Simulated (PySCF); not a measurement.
## UHF on O²⁺ (oxygen, charge +2)

Configuration: [He] 2s1 2p2 3s1, high-spin 5P determinant (an excited configuration). Calculation: PySCF 2.14, in aug-cc-pVTZ-DK; scalar relativity by spin-free X2C-1e.

```
Total energy                                                  : -71.681808 hartree
One-electron energy                                           : -88.7113 hartree
Hartree (Coulomb) energy                                      : 24.1977 hartree
Exchange energy                                               : -7.1681 hartree
⟨S²⟩                                                          : 6.0000
⟨L²⟩                                                          : 2.012
Sum of ⟨r⟩                                                    : 6.258 bohr
Sum of ⟨r²⟩                                                   : 13.97 bohr²
Traceless quadrupole moment −½Σ⟨3z² − r²⟩ along its main axis : 0.204 e·bohr²
Langevin diamagnetic susceptibility                           : -11.1 ×10⁻⁶ cm³/mol
```

```tsv
shell	electrons	mean orbital energy (eV)	rms radius, mean of both spins (bohr)
1s α	1	-624.51	0.230
1s β	1	-618.09	0.230
2s α	1	-85.779	1.05
2p α	2	-68.719	1.02
3s α	1	-21.351	3.27
```

The outer electron is Rydberg-like, and this basis confines it to a smaller radius and binds it less than a complete one would.

Spin-orbit constants ζ (cm⁻¹) from the X2C one-electron operator on these orbitals: bare nucleus, nucleus screened by l(l+1)(2l+1)/3 electrons, and screened by the Breit-Pauli mean field of the electrons.

```json
{"shell": "2p", "bare": "380.5", "screened nucleus": "285.4", "mean field": "249.8"}
```

To first order the Landé constant is A = 62.45 cm⁻¹, so the lowest level has J = 1 and lies 0.0232 eV below the centre of the term. This holds in LS coupling only.
